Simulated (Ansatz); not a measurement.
Total energies of CH5AlOS (`[OH][AlH][CH2]S`).

| atom | x (Å) | y (Å) | z (Å) |
| --- | --- | --- | --- |
| O1 | -0.4484 | 1.6592 | -1.5122 |
| Al2 | -1.1141 | 0.5587 | -0.4133 |
| C3 | 0.0356 | -0.6604 | 0.6135 |
| S4 | 1.7631 | -0.3722 | 0.1926 |
| H5 | 0.4904 | 1.7356 | -1.6793 |
| H6 | -2.6830 | 0.5566 | -0.2542 |
| H7 | -0.1389 | -0.4965 | 1.6818 |
| H8 | -0.2541 | -1.6919 | 0.3885 |
| H9 | 2.3493 | -1.2891 | 0.9826 |

The species carries charge 0 and has multiplicity 1. Geometry: relaxed with PBE0-D4/def2-TZVP. It is one conformer, not always the lowest. Basis def2-TZVPP, Ansatz.

RPA on PBE orbitals: Hartree–Fock energy of these orbitals -755.16723 Eh, correlation -1.12294 Eh (frozen core).

```
             functional  energy without D4 (Eh)  D4 term (kJ/mol)
            LDA (SPW92)              -753.72598                 –
                    PBE              -756.63292             -17.2
                 revPBE              -756.91645             -49.5
                   BLYP              -757.04604             -37.5
                 r2SCAN              -756.96554              -4.1
                 B97M-V              -756.90232                 –
                   PBE0              -756.69637             -14.5
                  B3LYP              -757.12854             -27.9
                r2SCANh              -756.95564              -4.4
                r2SCAN0              -756.94172              -4.9
HSE06 (plane-wave form)              -756.67686             -13.6
                  BHLYP              -757.01917             -22.4
              CAM-B3LYP              -757.05208             -14.9
                LC-ωPBE              -756.81837                 –
                ωB97X-V              -756.94499                 –
                ωB97M-V              -756.99613                 –
                 B2PLYP              -756.75281                 –
               PBE-QIDH              -756.50950                 –
```

B3LYP takes the VWN-RPA correlation (the form of Gaussian; ORCA's B3LYP/G). HSE06 is the plane-wave form, built on full-range PBE exchange. The double hybrids freeze the cores in their second-order part.

LC-ωPBE has ω = 0.4 bohr⁻¹.
